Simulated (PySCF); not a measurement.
Computed shifts of a molecule CH₅FO₂Si₂, PySCF with PBE0/pcSseg-1, GIAO, gas phase, equivalent atoms averaged, in ppm (number of nuclei): ¹³C: 190.3 (1). ²⁹Si: -2.3 (1), -106.3 (1). ¹⁹F: -221.4 (1). ¹H: 6.92 (1), 5.80 (1), 3.83 (3). References: ¹⁷O against H2O (σ = 334.2 ppm); ¹³C against TMS (σ = 186.3 ppm); ²⁹Si against TMS (σ = 352.7 ppm); ¹⁹F against CFCl3 (σ = 167.2 ppm); ¹H against TMS (σ = 31.56 ppm), references at their B3LYP-D3(BJ)/def2-TZVP geometries, non-relativistic. Geometry optimised at ωB97X-D3(BJ)/def2-SVP. Other conformers were not sampled.

Which molecule gave these data?
A) O=C(O)[Si@@H](F)[SiH3]
B) O[Si@]1(F)CO[SiH2]1
C) C[Si]1(F)O[SiH2]O1
D) O[Si@@H]1CO[Si@@H]1F

A, O=C(O)[Si@@H](F)[SiH3]
